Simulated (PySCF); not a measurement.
# Polarisability and C₆ of Hf(2+) (hafnium, charge +2)

[Xe] 4f14 5d2, high-spin 3F determinant. Calculation: PySCF 2.14, in aug-cc-pwCVTZ-PP with ECP60MDF (8s8p7d4f3g, 122 functions); scalar relativity through the core potential. Coupled (time-dependent) response in atomic units; α is the mean over directions.

```csv
method,mean α (bohr³),C₆ (like pair),S(−4)
HSE06,14.88,73.68,188.2
```

S(−4) is the Cauchy moment in α(ω) = α(0) + S(−4) ω² + …

Spin-orbit coupling is absent.

α(iu) at HSE06:

| u (hartree) | α(iu) (bohr³) |
| --- | --- |
| 0 | 14.88 |
| 0.0500 | 14.44 |
| 0.100 | 13.34 |
| 0.200 | 10.79 |
| 0.300 | 8.843 |
| 0.500 | 6.440 |
| 0.750 | 4.736 |
| 1.00 | 3.669 |
| 1.50 | 2.390 |
| 2.00 | 1.662 |
| 3.00 | 0.9148 |
| 5.00 | 0.3836 |

A single London oscillator, α(iu) = α/(1 + u²/ω²), gives C₆ = (3/4) ω α². Matching the computed C₆ needs ω = 4 × 73.68 / (3 × 14.88²) = 0.444 hartree.

For an ion, C₆ is the dispersion term alone; charge-induced terms of lower order in 1/R come first.

Energies and moments cover only the electrons outside the core potential. Spin-orbit coupling, absent here, splits the open shell strongly.
